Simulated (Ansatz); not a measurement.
## Reading a saddle point

A first-order saddle point of CH₆InN, closed shell, PBE0-D4/def2-TZVP, with one imaginary mode of 1454i cm⁻¹:

In1  (-0.140, 0.324, -0.111)
H2  (-1.174, -1.231, -1.284)
N3  (-1.450, 1.015, -1.365)
H4  (-1.521, -0.377, -1.560)
C5  (1.308, -0.339, 1.284)
H6  (-1.690, 1.991, -1.525)
H7  (2.231, 0.229, 1.168)
H8  (0.931, -0.217, 2.299)
H9  (1.505, -1.395, 1.094)
(Å)

Ansatz 0.2.0; basis: def2-TZVPP and def2-QZVPP; cores frozen in the correlated methods. Filled d shells of the heavier atoms are correlated. Core potentials replace the inner electrons of the atoms past krypton. The def2 sets are not built for correlating such inner shells, so the correlated values are less sure here. Extrapolation: Hartree–Fock as exp(−7.88 √X), correlation as X^−2.97.

(1) Which contacts change along the imaginary mode, and what lies on either side? (Judge from chemistry; the calculation decides.)

(2) Which side is lower, and how far does the saddle lie above each? (To be estimated.)

T1 diagnostic: at most 0.025. The restricted Hartree–Fock reference is unstable towards an unrestricted one at one or more of these structures.

Results:

(1) Computed: The step is CH₆InN ([CH3][InH][NH2]) → CH₄InN ([CH3][In][NH]) + H₂, with the molecules in contact on both sides. Shortening one way: H2–H4; lengthening the same way: In1–H2, N3–H4.
| pair | one side (Å) | saddle (Å) | other side (Å) |
| --- | --- | --- | --- |
| H2–H4 | 3.37 | 0.96 | 0.75 |
| In1–H2 | 1.72 | 2.21 | 3.13 |
| N3–H4 | 1.01 | 1.41 | 2.61 |

(2) By the calculation: The side with In1–H2, N3–H4 short is lower by 50.38 kcal/mol; the saddle lies 68.97 kcal/mol above it and 18.59 kcal/mol above the other (CCSD(T) at an estimated basis limit (MP2 extrapolated from triple and quadruple zeta, plus CCSD(T) − MP2 in triple zeta); electronic energies).

Labels in which every atom is bracketed show which atoms are joined, not bond orders.

For scale, one of the runs: CCSD(T)/def2-TZVPP, 196 basis functions, launched by `ansatz run in.yaml --threads 4 --pin off --events-out ev --progress --plain --max-ram 9574MiB`. Hardware: 4 CPU threads of an Arm Neoverse V1, shared host. Wall time 59 s; peak host memory 2.6 GiB.
